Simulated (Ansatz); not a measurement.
BrClFGeH (`[F][GeH]([Cl])[Br]`), 5 atoms. Total charge 0; spin multiplicity 1. Correlated methods include outer-core shells of Br, Ge, which these sets cover unevenly. Scalar relativity is left out up to krypton. All runs use 4 threads of an Arm Neoverse V2 on a shared host. Correlated methods freeze the cores.

Q: Give the basis size and wall time and peak host memory of each of these runs in Ansatz. RKS r2SCAN0-D4/def2-TZVPP energy; RKS PBE0-D4/def2-SVP energy; RKS PBE0-D4/def2-TZVPP energy; RKS PBE0-D4/def2-TZVP frequencies; RHF-MP2/def2-QZVPP energy; RKS r2SCAN-D4/def2-TZVPP energy and forces; RHF-CCSD(T)/def2-TZVPP energy; RHF-CCSD(T)/def2-SVP energy; RKS PBE0-D4/def2-QZVPP energy; RKS ωB97M-V/def2-SVP energy; RKS ωB97M-V/def2-QZVPP energy; direct RPA on PBE orbitals/def2-TZVPP energy. (Best estimate.)

A: Ansatz gave: Other jobs shared the machine, so times are rough.

| level | job | functions | wall time | peak host memory (GiB) |
| --- | --- | --- | --- | --- |
| RKS PBE0-D4/def2-SVP | energy | 101 | 1 s | 0.38 |
| RKS PBE0-D4/def2-TZVPP | energy | 183 | 2.3 s | 0.62 |
| direct RPA on PBE orbitals/def2-TZVPP | energy | 183 | 2.8 s | 0.38 |
| RKS r2SCAN-D4/def2-TZVPP | energy and forces | 183 | 3.4 s | 0.27 |
| RKS ωB97M-V/def2-SVP | energy | 101 | 3.9 s | 0.38 |
| RHF-CCSD(T)/def2-SVP | energy | 101 | 4 s | 0.38 |
| RKS r2SCAN0-D4/def2-TZVPP | energy | 183 | 4.3 s | 0.65 |
| RKS PBE0-D4/def2-QZVPP | energy | 335 | 6.5 s | 1.4 |
| RHF-MP2/def2-QZVPP | energy | 335 | 11 s | 1.4 |
| RKS ωB97M-V/def2-QZVPP | energy | 335 | 14 s | 1.5 |
| RHF-CCSD(T)/def2-TZVPP | energy | 183 | 66 s | 1.9 |
| RKS PBE0-D4/def2-TZVP | frequencies | 170 | 72 s | 0.53 |
